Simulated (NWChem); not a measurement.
Program: NWChem. System: ClLi, charge 0, spin multiplicity 1, at a geometry optimised with B3LYP/def2-SVP. The structure started from a generated list of species. Level: TD-LDA (SVWN5)/aug-cc-pVDZ.

Input file:

```
start mol
memory heap 200 mb stack 900 mb global 1100 mb
geometry units angstroms nocenter noautoz
  Li     0.000000     0.000000    -1.700614
  Cl     0.000000     0.000000     0.300108
  symmetry group C2v
end
basis spherical
  * library aug-cc-pvdz
end
dft
  xc slater vwn_5
  semidirect memsize 60000000 filesize 0
  iterations 100
end
tddft
  rpa
  nroots 5
  notriplet
  thresh 1e-4
end
task tddft energy
```

NWChem printed:

```
             Northwest Computational Chemistry Package (NWChem) 7.3.0
             --------------------------------------------------------

                                NWChem Input Module
                                -------------------

 Scaling coordinates for geometry "geometry" by  1.889725989
 (inverse scale =  0.529177249)

 Turning off AUTOSYM since
 SYMMETRY directive was detected!

                             Geometry "geometry" -> ""
                             -------------------------

 Output coordinates in angstroms (scale by  1.889725989 to convert to a.u.)

  No.       Tag          Charge          X              Y              Z
 ---- ---------------- ---------- -------------- -------------- --------------
    1 Li                   3.0000     0.00000000     0.00000000    -1.70061400
    2 Cl                  17.0000     0.00000000     0.00000000     0.30010800

 Effective nuclear repulsion energy (a.u.)      13.4891502662

            Nuclear Dipole moment (a.u.)
            ----------------------------
        X                 Y               Z
 ---------------- ---------------- ----------------
     0.0000000000     0.0000000000    -0.0000113384

      Symmetry information
      --------------------

 Group name             C2v
 Group number             16
 Group order               4
 No. of unique centers     2

      Symmetry unique atoms

     1    2


 Summary of "ao basis" -> "" (spherical)
 ------------------------------------------------------------------------------
       Tag                 Description            Shells   Functions and Types
 ---------------- ------------------------------  ------  ---------------------
 *                        aug-cc-pvdz                 on all atoms

                                 NWChem DFT Module
                                 -----------------

 Summary of "ao basis" -> "ao basis" (spherical)
 ------------------------------------------------------------------------------
       Tag                 Description            Shells   Functions and Types
 ---------------- ------------------------------  ------  ---------------------
[...]
            d_CD1 =   3.9708 Angstrom
            d_CD2 =   1.0482 Angstrom
            d_CD3 =   6.6730 Angstrom
     Pearson C.C. =  -0.0004

     Occ.    9  b2  ---  Virt.   11  a1  -0.81979 X
     Occ.   10  b1  ---  Virt.   11  a1   0.57204 X
  ----------------------------------------------------------------------------
  Root   3 singlet a1             0.183964112 a.u.                5.0059 eV
  ----------------------------------------------------------------------------
     Transition Moments    X -0.00000   Y -0.00000   Z -0.41578
     Transition Moments   XX  0.24240  XY  0.00000  XZ -0.00000
     Transition Moments   YY  0.24240  YZ -0.00000  ZZ  0.64614
     Dipole Oscillator Strength                    0.0212011898
     Electric Quadrupole                           0.0000000018
     Magnetic Dipole                               0.0000000000
     Total Oscillator Strength                     0.0212011916

          sigma_e =   2.4277 Angstrom
          sigma_h =   1.1606 Angstrom
         |d_h->e| =   2.8826 Angstrom
            d_exc =   3.9421 Angstrom
            d_CD1 =   4.1497 Angstrom
            d_CD2 =   1.0884 Angstrom
            d_CD3 =   6.8246 Angstrom
     Pearson C.C. =   0.0018

     Occ.    8  a1  ---  Virt.   11  a1   0.99479 X
     Occ.    9  b2  ---  Virt.   12  b2   0.06155 X
     Occ.   10  b1  ---  Virt.   13  b1   0.06155 X
  ----------------------------------------------------------------------------
  Root   4 singlet a2             0.212774165 a.u.                5.7899 eV
  ----------------------------------------------------------------------------
     Transition Moments    X -0.00000   Y -0.00000   Z  0.00000
     Transition Moments   XX -0.00092  XY  1.12137  XZ -0.00000
     Transition Moments   YY  0.00092  YZ -0.00000  ZZ -0.00000
     Dipole Oscillator Strength                    0.0000000000
     Electric Quadrupole                           0.0000000645
     Magnetic Dipole                               0.0000000000
     Total Oscillator Strength                     0.0000000645

          sigma_e =   3.9082 Angstrom
          sigma_h =   1.1925 Angstrom
         |d_h->e| =   2.2181 Angstrom
            d_exc =   4.6489 Angstrom
            d_CD1 =   4.9339 Angstrom
            d_CD2 =  -0.3322 Angstrom
            d_CD3 =   6.8671 Angstrom
     Pearson C.C. =   0.0004

     Occ.    9  b2  ---  Virt.   13  b1  -0.70653 X
     Occ.   10  b1  ---  Virt.   12  b2  -0.70653 X
  ----------------------------------------------------------------------------
  Root   5 singlet a1             0.212774233 a.u.                5.7899 eV
  ----------------------------------------------------------------------------
     Transition Moments    X  0.00000   Y  0.00000   Z  0.00000
     Transition Moments   XX  1.12136  XY  0.00093  XZ -0.00001
     Transition Moments   YY -1.12136  YZ -0.00001  ZZ -0.00002
     Dipole Oscillator Strength                    0.0000000000
     Electric Quadrupole                           0.0000000645
     Magnetic Dipole                               0.0000000000
     Total Oscillator Strength                     0.0000000645

          sigma_e =   3.9082 Angstrom
          sigma_h =   1.1925 Angstrom
         |d_h->e| =   2.2181 Angstrom
            d_exc =   4.6489 Angstrom
            d_CD1 =   4.9339 Angstrom
            d_CD2 =  -0.3322 Angstrom
            d_CD3 =   6.8670 Angstrom
     Pearson C.C. =   0.0004

     Occ.    9  b2  ---  Virt.   12  b2   0.70653 X
     Occ.   10  b1  ---  Virt.   13  b1  -0.70653 X

              Target root =      1
          Target symmetry = none
      Ground state energy =   -466.173967362429
        Excitation energy =      0.156762962427
     Excited state energy =   -466.017204400002

  stored tddft:energy   -466.01720440000207

 Task  times  cpu:       19.1s     wall:       19.1s

 Total times  cpu:       19.1s     wall:       19.1s
```
